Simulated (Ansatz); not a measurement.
Gas-phase electronic energies from Ansatz, PBE0-D4/def2-TZVP geometries. CCSD(T)/CBS adds triple-zeta CCSD(T) − MP2 to the extrapolated MP2 energy (def2 sets, frozen cores). This one scheme is used for every species. DFT in def2-TZVPP. B3LYP here is the variant with VWN-RPA as its local correlation; programs differ in this. Each species was taken in one conformer, which may not be the lowest.

`C=C[SiH2][SiH2]C` + H₂O → `C=C[SiH2][SiH2]O` + CH₄  (formal hydrolysis of the Si–C bond)

`C=C[SiH2][SiH2]C`:

Cartesian coordinates in Å:
```
C -1.355 1.637 -1.930
C -0.849 0.485 -1.497
Si 0.909 0.280 -0.914
Si 0.965 -0.155 1.389
C -0.105 -1.635 1.827
H -0.751 2.537 -1.996
H -2.392 1.733 -2.241
H -1.511 -0.380 -1.457
H 1.549 -0.860 -1.634
H 1.665 1.524 -1.233
H 2.373 -0.398 1.817
H 0.480 1.053 2.117
H -0.079 -1.829 2.902
H 0.244 -2.533 1.311
H -1.144 -1.459 1.539
```

H₂O:

```xyz
3

O     0.003    0.368   -0.127
H    -0.676   -0.294   -0.273
H     0.673   -0.074    0.400
```

`C=C[SiH2][SiH2]O`:

Cartesian coordinates in Å:
```
C -0.890 -1.570 1.841
C -0.333 -1.367 0.651
Si -0.903 -0.057 -0.542
Si 0.775 1.547 -0.855
O 2.118 0.716 -1.355
H -1.743 -0.989 2.181
H -0.522 -2.326 2.530
H 0.522 -1.980 0.369
H -2.117 0.609 0.010
H -1.245 -0.658 -1.863
H 1.047 2.284 0.415
H 0.373 2.573 -1.865
H 2.917 1.219 -1.516
```

CH₄:

Cartesian coordinates in Å:
```
C 0.000 0.000 0.000
H 0.250 -1.049 0.157
H -0.795 0.291 0.686
H -0.336 0.143 -1.027
H 0.881 0.615 0.183
```

| level | ΔE (kJ/mol) |
| --- | --- |
| B3LYP-D4 | -91.2 |
| PBE | -81.2 |
| PBE0 | -82.5 |
| B3LYP | -95.5 |

Question: What does CCSD(T)/CBS give? (Estimate.)

Answer: The calculation gave: -84.5 kJ/mol. The listed levels differ from it by -6.7, 3.3, 2.0, -11.0 kJ/mol.

Largest T1 diagnostic among the species: 0.012.

The D4 term adds +4.3 kJ/mol with B3LYP and +2.6 kJ/mol with PBE0; it sums over pairs of atoms, weighted by their polarisabilities, and B3LYP, whose exchange is more repulsive, gets the larger term. In def2-TZVPP, CCSD(T) changes the Hartree–Fock value by +19.8 kJ/mol (the triples alone add +2.3 kJ/mol) and MP2 by +18.7 kJ/mol.

CCSD(T)/CBS has its own doubt, a few kJ/mol and more with outer-core shells, so smaller differences from it don't rank the levels.
